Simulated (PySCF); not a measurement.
```xyz
4
charge -1 multiplicity 1, angstrom
Se    0.0000    0.0000   -0.2826
F     0.0000    0.0000    1.5145
F     1.9299    0.0000   -0.1643
F    -1.9299    0.0000   -0.1643
```

These are results of PySCF, PBE0, basis Se def2-SVPD, F def2-SVPD (no relativity, density fitting), not measurements.

This geometry of SeF₃⁻ is a stationary point at this level.

Question: What is the point group?

Answer: C2v.

Question: Is it a minimum?

Answer: Yes: all harmonic wavenumbers are real.

Question: Which band is strongest in the infrared?

Answer: 448 cm⁻¹ (b2), 413 km/mol.

Question: What are the dipole moment and the gap between the highest occupied and lowest empty levels?

Answer: 1.18 D about the centre of mass and 4.50 eV.

Other isomers or separated fragments may lie lower. The lowest empty level of this anion is unbound, so it and the gap depend on the basis.
